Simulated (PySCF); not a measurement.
## Computed properties of C3H6OSe, SMILES CC[Se]C=O

C₃H₆OSe, SMILES C(=O)[Se]CC. Geometry optimised at PBE0-D3(BJ)/def2-SVP. The structure was generated by enumeration, and PubChem lists no compound with its InChIKey, so it may never have been made. The values are those of a single conformer. All values are computed for the isolated molecule unless a solvent is named; none is compared with measurement here.

**Structure.** All 27 harmonic modes at PBE0-D3(BJ)/def2-SVP (PySCF) are real, so it is a minimum. With heavy atoms numbered as in [CH3:1][CH2:2][Se:3][CH:4]=[O:5], the shortest bond between them is C4–O5 at 1.192 Å and the longest C2–Se3 at 1.955 Å.

**Vibrations.** The strongest infrared lines (harmonic, unscaled, degenerate partners summed) lie at 1866 cm⁻¹ (477 km/mol, C 56 %, O 42 %), 684 cm⁻¹ (87 km/mol, C 63 %, H 26 %), 2905 cm⁻¹ (71 km/mol, H 92 %, C 8 %). The softest mode is at 44 cm⁻¹ and the zero-point energy is 53.4 kcal/mol.

**Electronic structure.** HF/def2-TZVP (PySCF) places the frontier levels at -9.59 and 3.08 eV, a gap of 12.67 eV, and gives a dipole moment of 4.21 D and a mean polarisability of 63.5 bohr³. PBE/def2-TZVP (PySCF) at the same geometry gives -6.00 and -1.96 eV, so its gap is 8.63 eV narrower. An orbital gap is neither the optical nor the fundamental gap.

**Excitations.** TDA-CAM-B3LYP/def2-SVPD (PySCF) has S1 at 4.42 eV (281 nm, f = 0.000, dark); the most intense of the 10 singlets computed lies at 6.69 eV (f = 0.11). T1 (TDA) is at 3.87 eV, 0.55 eV under S1. TDA-PBE/def2-SVPD (PySCF) puts S1 at 4.36 eV. No vertical singlet excitation falls in the visible range (under 3.1 eV).

**NMR.** GIAO shifts at B3LYP/pcSseg-1 (PySCF) (non-relativistic, atoms alike by connectivity averaged): ¹³C from 23.9 to 209.4 ppm against TMS; ¹H from 1.7 to 10.9 ppm against TMS.
